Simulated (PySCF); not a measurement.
## How methods differ on the interval between two levels of Si²⁺

Si²⁺ [Ne] 3s2 → Si²⁺ [Ne] 3s1 3p1 [3P2, M_J = 2], as a difference of total energies. All numbers are calculated (PySCF 2.14, the two-component X2C-1e Hamiltonian, in x2c-SVPall-2c with one added diffuse shell each of s, p type (5s5p1d, 25 functions)). Correlated levels: [Ne] frozen. "Screened" scales the spin-orbit matrix elements by Boettger's factors to mimic the two-electron term; Breit and QED terms are absent.

```json
{"method": "GHF (spin-free)", "interval between two levels (cm⁻¹)": "43251"}
{"method": "GMP2 (spin-free)", "interval between two levels (cm⁻¹)": "48999"}
{"method": "GHF (screened spin-orbit)", "interval between two levels (cm⁻¹)": "43395"}
{"method": "GMP2 (screened spin-orbit)", "interval between two levels (cm⁻¹)": "49143"}
```

The labels give the starting determinants; with spin-orbit coupling the two ends relaxed to ⟨J²⟩ = 0.00, ⟨L²⟩ = 0.00, ⟨S²⟩ = 0.00 and ⟨J²⟩ = 6.00, ⟨L²⟩ = 2.00, ⟨S²⟩ = 2.00.
